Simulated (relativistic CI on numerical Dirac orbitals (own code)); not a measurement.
# Ligand-field terms of d7

Computed with a parametric ligand-field model of a d^n configuration (Racah B and C, spin-orbit zeta, crystal field), exact diagonalisation.

Field parameters in Wybourne normalisation: D4h B²₀ = −7Ds, B⁴₀ = 21(Dq − Dt), B⁴₄ = 21√(5/14) Dq; Td as Oh with Dq negative (B⁴₀ = 21Dq, B⁴₄ = √(5/14) B⁴₀). The field is a parameter set, without covalency.

Task: Ground term and bands for B = 800, C = 3960, ζ = 0 cm⁻¹, D4h, 10Dq = 20600, Ds = -1500, Dt = -340 cm⁻¹?

Result: Ground term 2B1 with 1.03 electrons in the two orbitals of the cubic e set. Spin-allowed: 2A1 7349 cm⁻¹ (1361 nm), 2B2 19836 cm⁻¹ (504 nm), 2E 21707 cm⁻¹ (461 nm), 2E 25257 cm⁻¹ (396 nm). Lowest spin-forbidden: 4E 7075 cm⁻¹ (1413 nm), 4A2 9565 cm⁻¹ (1045 nm), 4E 27160 cm⁻¹ (368 nm).

Task: Ground term and bands for B = 340, C = 1250, ζ = 0 cm⁻¹, D4h, 10Dq = 22150, Ds = -590, Dt = 850 cm⁻¹?

Result: Ground term 2A1 with 1.01 electrons in the two orbitals of the cubic e set. Spin-allowed: 2B1 1895 cm⁻¹, 2E 14289 cm⁻¹ (700 nm), 2E 15307 cm⁻¹ (653 nm), 2E 17568 cm⁻¹ (569 nm). Lowest spin-forbidden: 4E 9890 cm⁻¹ (1011 nm), 4A2 15775 cm⁻¹ (634 nm), 4B2 23284 cm⁻¹ (429 nm).

Task: Ground term and bands for B = 1030, C = 4870, ζ = 0 cm⁻¹, D4h, 10Dq = 10750, Ds = 1210, Dt = 210 cm⁻¹?

Result: Ground term 4A2 with 2.05 electrons in the two orbitals of the cubic e set. Spin-allowed: 4E 1777 cm⁻¹, 4B2 8365 cm⁻¹ (1195 nm), 4E 9806 cm⁻¹ (1020 nm), 4B1 19115 cm⁻¹ (523 nm). Lowest spin-forbidden: 2A1 11435 cm⁻¹ (874 nm), 2B1 16468 cm⁻¹ (607 nm), 2E 19570 cm⁻¹ (511 nm).

Task: Ground term and bands for B = 950, C = 3440, ζ = 0 cm⁻¹, Td, 10Dq = -6600 cm⁻¹?

Result: Ground term 4A2 with 4.00 electrons in the two orbitals of the cubic e set. Spin-allowed: 4T2 6600 cm⁻¹ (1515 nm), 4T1 11242 cm⁻¹ (890 nm), 4T1 22808 cm⁻¹ (438 nm). Lowest spin-forbidden: 2E 16362 cm⁻¹ (611 nm), 2T1 17190 cm⁻¹ (582 nm), 2A1 20720 cm⁻¹ (483 nm). With an A2 ground term the first spin-allowed band lies at |10Dq| itself.

Task: Ground term and bands for B = 480, C = 2330, ζ = 0 cm⁻¹, D4h, 10Dq = 31500, Ds = 3000, Dt = 890 cm⁻¹?

Result: Ground term 2A1 with 1.01 electrons in the two orbitals of the cubic e set. Spin-allowed: 2B1 16150 cm⁻¹ (619 nm), 2E 21175 cm⁻¹ (472 nm), 2B2 23656 cm⁻¹ (423 nm), 2A2 29549 cm⁻¹ (338 nm). Lowest spin-forbidden: 4A2 20496 cm⁻¹ (488 nm), 4E 24852 cm⁻¹ (402 nm), 4E 42986 cm⁻¹ (233 nm).
